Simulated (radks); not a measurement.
The nitrogen anion N2-, [He] 2s2 2p5, held by a Watson sphere: a shell of charge +2 at radius R that stands for the Madelung well of a crystal (potential energy -2/R inside, -2/r outside, in hartree with lengths in bohr). Calculated with a radial shooting solver on a logarithmic mesh with Libxc functionals: scalar-relativistic Kohn-Sham, r2SCAN, spin-polarised, spherical densities, finite nucleus; open shells are filled with parallel spins first; meta-GGA in the generalised Kohn-Sham scheme; Fermi nuclear charge, rms radius of each element as measured or else 0.836 A^(1/3) + 0.57 fm.

R (bohr)  e(2s down) (eV)  e(2p up) (eV)  e(2p down) (eV)  <r> 2p (bohr)  sum of <r^2> (bohr^2)  X-ray form factor at sin(theta)/lambda = 0.1 1/angstrom
1.8               -19.349         -8.590           -7.187          1.660                  21.63                                                    7.625
2.17              -17.837         -7.435           -6.105          1.789                  24.58                                                    7.477
2.66              -16.244         -6.151           -4.872          1.961                  28.52                                                    7.304
3.03              -15.312         -5.374           -4.101          2.102                  31.60                                                    7.187
3.43              -14.507         -4.711           -3.411          2.277                  35.17                                                    7.071
